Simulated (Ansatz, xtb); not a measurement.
## Relaxing a trial structure of C2H5MgO

The starting geometry of this gas-phase doublet was built from a drawn formula by distance geometry and a force field; its bonds are those of `[CH2]O[CH2][MgH]`.

```yaml
atoms:
  - { symbol: C, position_ang: [1.6581, 1.0162, 1.0392] }
  - { symbol: C, position_ang: [-0.2645, -0.2279, 0.9903] }
  - { symbol: Mg, position_ang: [-2.0090, -0.7339, 2.1150] }
  - { symbol: O, position_ang: [0.5548, 0.6754, 1.7708] }
  - { symbol: H, position_ang: [2.5775, 0.6951, 1.5645] }
  - { symbol: H, position_ang: [1.6874, 2.1035, 0.8777] }
  - { symbol: H, position_ang: [0.3400, -1.1696, 0.8083] }
  - { symbol: H, position_ang: [-0.5779, 0.2750, 0.0918] }
  - { symbol: H, position_ang: [-3.4898, -1.2074, 3.0366] }
```

Question: Where would you expect an optimisation with r2SCAN-D4/def2-SVP to take it?

Answer: A new bond forms, giving a structure given below by its coordinates. Contacts that close: Mg3–O4 (2.95 → 2.08 Å).

The energy falls by 0.87 eV over 17 steps:

```csv
step,E − E(last) (eV)
1,0.872
3,0.429
5,0.309
6,0.217
8,0.139
10,0.065
12,0.019
13,0.007
15,0.001
17,0.000
```

Final geometry (Å):

```xyz
9

C     1.3244    1.0932    1.5448
C    -0.1603   -0.6804    0.6546
Mg   -1.6909   -0.4537    2.0683
O     0.1222    0.4569    1.6008
H     1.8699    1.0317    0.5981
H     1.4341    1.9289    2.2396
H     0.6743   -1.3981    0.7433
H    -0.1582   -0.2657   -0.3693
H    -2.9387   -0.2864    3.2138
```

From the same start GFN2-xTB reaches the same bonding as this run.

No frequencies were run, so the end isn't proven a minimum. Open shells are spin-unrestricted. Run with Ansatz 0.2.0, 68 s on 2 threads of Arm Neoverse V2 (shared host).
